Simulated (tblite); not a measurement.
Compound: C7H7NO.
Numbering: `[CH:1]#[C:2][C:3](/[CH:4]=[CH:5]/[CH:6]=[O:7])=[CH:8]/[NH2:9]` (hydrogens: H10 on C1; H11 on C4; H12 on C5; H13 on C6; H14 on C8; H15, H16 on N9)

Cartesian coordinates in Å at the GFN2-xTB level; atoms count from 1:
```xyz
16
C7H7NO angstrom
C     -1.317    2.698    0.485
C     -1.081    1.527    0.369
C     -0.791    0.145    0.229
C      0.578   -0.267    0.180
C      1.655    0.547    0.251
C      2.992    0.003    0.186
O      3.272   -1.174    0.072
C     -1.844   -0.723    0.144
N     -1.764   -2.063    0.018
H     -1.524    3.721    0.584
H      0.785   -1.325    0.075
H      1.542    1.615    0.356
H      3.796    0.763    0.249
H     -2.849   -0.324    0.187
H     -2.590   -2.623   -0.074
H     -0.868   -2.513   -0.055
```

Computed with GFN2-xTB (tblite): harmonic, unscaled wavenumbers at the GFN2-xTB geometry, gas phase. This tight-binding method is rough: wavenumbers can miss measured ones by several per cent, in bad cases by 10 to 20. One conformer, not necessarily the lowest. The optimisation stopped once no atom felt more than 0.01 eV/Å.

Lowest wavenumbers of the output (negative numbers stand for imaginary wavenumbers):
```
mode    cm-1
  1    -102.6
  2      76.8
  3      94.5
  4     127.9
  5     131.9
  6     182.6
  7     241.9
  8     255.9
  9     315.1
 10     325.9
```

Question: Is this structure a minimum?

Answer: No. 1 mode is imaginary beyond 20i (103i cm⁻¹), so at this level the point lies at or near a first-order saddle.

Question: Which atoms move in the imaginary mode?

Answer: 103i: H15 (N–H hydrogen) 49 %, N9 (enamine nitrogen) 29 %, H16 (N–H hydrogen) 12 %. These are shares of the mass-weighted motion.

Question: What is the remedy?

Answer: Step along that mode in both directions, optimise again with tighter thresholds and repeat the frequencies. The zero-point energy of this point (73.0 kcal/mol) counts the 41 real modes alone, and thermal corrections from it aren't those of a minimum.
